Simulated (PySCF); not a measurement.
CH8FN3Si, SMILES N[Si](N)(CF)N.

Geometry: PBE0-D3(BJ)/def2-SVP. This is a generated structure with no PubChem entry under its InChIKey; it may be hypothetical. The values are those of a single conformer.

Method: SMD-ωB97X/def2-SVP run with PySCF.

Solvation free energies are E(SMD) − E(gas) at the gas-phase geometry, for 1 M in both phases. In vacuum the dipole moment is 1.61 D.

**Question.** Estimate the solvation free energies in water, chlorobenzene, toluene. (Estimate from the structure and the level; the computed values follow.)

**Answer.** 
```json
[
 {"solvent": "water", "ΔG(solv) (kcal/mol)": "-3.4", "its non-electrostatic (CDS) part": "5.6", "dipole (D)": "1.85"},
 {"solvent": "chlorobenzene", "ΔG(solv) (kcal/mol)": "-4.1", "its non-electrostatic (CDS) part": "2.7", "dipole (D)": "1.80"},
 {"solvent": "toluene", "ΔG(solv) (kcal/mol)": "-1.9", "its non-electrostatic (CDS) part": "2.3", "dipole (D)": "1.74"}
]
```
